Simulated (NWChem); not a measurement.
System: CH4BeS; SMILES [S]([BeH])C

Input file for NWChem:

```
start job
memory heap 200 mb stack 900 mb global 1100 mb
geometry units angstroms noautosym nocenter noautoz
  Be    -0.407839    -1.638910    -0.003434
  H     -1.229549    -2.698993    -0.003169
  S      0.787213    -0.141250    -0.005005
  C     -0.410354     1.271043     0.000621
  H     -1.113477     1.219475    -0.851451
  H      0.194946     2.191241    -0.100251
  H     -0.970951     1.320049     0.952677
end
basis spherical
  * library def2-svp
end
dft
  xc xcamb88 1.00 lyp 0.81 vwn_5 0.19 hfexch 1.00
  cam 0.33 cam_alpha 0.19 cam_beta 0.46
  iterations 150
end
property
  efieldgrad
end
task dft property
```

Coordinates come from a PBE-D3(BJ)/def2-SVP optimisation.

Vzz is the largest principal value of the second derivative of the potential at the nucleus (NWChem prints the opposite sign); η is the asymmetry. Non-relativistic.

Atoms are numbered as in the input.

Task: What results follow from this input? (CAM-B3LYP/def2-SVP.) Quantities: Vzz Be1 (a.u.); η Be1; Vzz S3 (a.u.); η S3.

Result: 
```
Property        Result
--------------  ------
Vzz Be1 (a.u.)  -0.205
η Be1             0.24
Vzz S3 (a.u.)    2.043
η S3              0.39
```
